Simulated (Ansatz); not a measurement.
This geometry of BrH + Cl2FH2O2Ta (10 atoms, charge 0, multiplicity 1) is a first-order saddle point.

The calculation used Ansatz, RKS PBE/def2-SVP.

```xyz
10
Properties=species:S:1:pos:R:3
Ta -0.180 0.110 0.229
Cl 2.271 -0.771 0.289
Cl 0.004 0.098 2.587
O 0.095 0.339 -1.620
H 0.643 0.608 -2.376
O -1.702 1.223 0.324
H -2.157 1.603 1.098
F -0.917 -1.611 0.131
Br 1.581 2.360 0.401
H 2.322 0.868 0.391
```

(1) Which two structures does it join? (They come from a converged band through this point; their orientation in space is the band's.)

(2) How far does it lie above each of them?

Answers

(1) Bonds broken: Ta1–Cl2, Br9–H10. Bonds formed: Ta1–Br9, Cl2–H10. BrH + Cl2FH2O2Ta becomes BrClFH2O2Ta + ClH.

Initial state:

```xyz
10
Properties=species:S:1:pos:R:3
Ta -0.160 -0.396 0.071
Cl 2.124 0.347 0.376
Cl 0.167 -2.103 1.619
O 0.226 -0.634 -1.773
H -0.362 -0.903 -2.503
O -0.793 1.265 0.644
H -0.430 2.152 0.907
F -1.927 -1.018 -0.257
Br 1.210 3.679 1.366
H 1.905 2.439 1.003
```

Final state:

```xyz
10
Properties=species:S:1:pos:R:3
Ta -0.631 -0.173 0.484
Cl 2.835 1.506 -1.533
Cl -0.400 -1.701 2.213
O 0.518 -0.382 -0.964
H 1.276 0.110 -1.389
O -1.748 1.350 0.664
H -1.489 2.251 0.934
F -2.060 -1.125 -0.299
Br 1.205 1.369 1.598
H 2.454 1.623 -0.256
```

(2) 0.32 eV above the first and 0.32 eV above the second. This is the barrier of this one path; another mechanism may lie lower. The orbitals stay closed-shell, which can raise the energy where a bond breaks towards radicals; this wasn't checked here.

Run time: 18 min on 4 threads of Intel(R) Xeon(R) Platinum 8259CL CPU @ 2.50GHz (Skylake/Cascade Lake) (shared host), peak memory 0.32 GiB.
